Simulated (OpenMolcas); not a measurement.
Pd4+ among 4 point charges of -1.5 e arranged as a square (D4h).

```yaml
Program: OpenMolcas
Method: "SS-CASPT2, IPEA 0.25 Eh, imaginary shift 0.1 Eh (closed shells correlated: 4s 4p)"
Basis: ANO-RCC-VTZP [7s6p4d2f1g]
Scalar_Hamiltonian: DKH2, point nucleus
Active_space: 6 electrons in 5 orbitals (4d)
State_averaging: 2S+1 = 5 even, 5 roots; 2S+1 = 3 even, 45 roots; 2S+1 = 1 even, 50 roots
Spin-orbit_coupling: RASSI with atomic mean-field integrals over the reference wave functions
```

All point charges move together. At R = 1.97 Å the first state of the same spin is 1810 cm-1, and at R = 2.15 Å it is 1420 cm-1.

Question: A third run gives 2400 cm-1. What distance was it run at?

Answer: With a power law R^-n the two known points give n = -ln(1420 / 1810) / ln(2.15 / 1.97) = 2.78. Then R = 1.97 × (1810 / 2400)^(1/2.78) = 1.780 Å. The run was at 1.78 Å, so the estimate is off by 0 Å.

Point charges give a weaker field than real ligands, and real ions of this kind are as a rule low spin; the high spin found here belongs to the model. Free-ion shares, where given, are those of the reference states; single-state CASPT2 does not remix them. This shell can be high or low spin here, a state of another spin lies low, and with metal d orbitals alone active their balance is uncertain, so the ground spin may be wrong (holds for R = 1.78). Point charges carry no covalency, so the field is a model and not that of real ligands. No measured value stands beside these numbers.
